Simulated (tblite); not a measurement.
C$_{2}$H$_{3}$O$_{2}$ (SMILES [CH2-]C(=O)O), charge -1, singlet, at a GFN2-xTB geometry; GFN1-xTB run with tblite 0.6.0.

Input for tblite:
```
$ tblite run mol.xyz --method gfn1 --charge -1 --spin 0 --json tblite.json --no-restart

# file mol.xyz
7

C      0.11500632     0.05201120    -0.05302050
O      0.26258741     1.21666153    -0.49561643
O     -1.20825450    -0.24327257     0.45360888
H     -1.68617274     0.58417768     0.31791387
C      0.98094306    -0.97998349     0.03343690
H      0.68003939    -1.92741954     0.44895840
H      1.99577385    -0.87603609    -0.31331037
```

Predict the main parts of the log of this tblite run.


```
xTB calculator
 | screened Coulomb repulsion
 | Coulomb electrostatics
 |  * isotropic Klopman-Ohno-Mataga-Nishimoto electrostatics
 |  * onsite third-order electrostatics
 | DFT-D3(BJ) dispersion correction

halogen bonding energy    0.0000000000000E+00 Eh
repulsion energy          1.2945995457525E-01 Eh
dispersion energy        -1.4697236743797E-03 Eh
number of electrons       2.4000000000000E+01 e
integral cutoff           1.9731147476801E+01 bohr

------------------------------------------------------------
  cycle        total energy    energy error   density error
------------------------------------------------------------
      1     -15.20454551166  -1.5332536E+01   7.7747555E-01
      2     -15.44765259671  -2.4310709E-01   3.9057721E-01
      3     -15.45470838368  -7.0557870E-03   1.5568160E-01
      4     -15.45660964580  -1.9012621E-03   2.6948594E-02
      5     -15.45770071134  -1.0910655E-03   8.3074482E-03
      6     -15.45772074426  -2.0032924E-05   3.5955722E-03
      7     -15.45773796115  -1.7216890E-05   1.6275465E-03
      8     -15.45774225798  -4.2968258E-06   1.8886045E-04
      9     -15.45774229776  -3.9786329E-08   6.9038033E-05
     10     -15.45774230323  -5.4644786E-09   2.7794424E-05
     11     -15.45774230432  -1.0905499E-09   4.7921814E-06
------------------------------------------------------------

electronic energy        -1.5585732535220E+01 Eh
total energy             -1.5457742304319E+01 Eh

Post processing:
 | Mayer-Wiberg bond orders

[Info] JSON dump of results written to 'tblite.json'
```
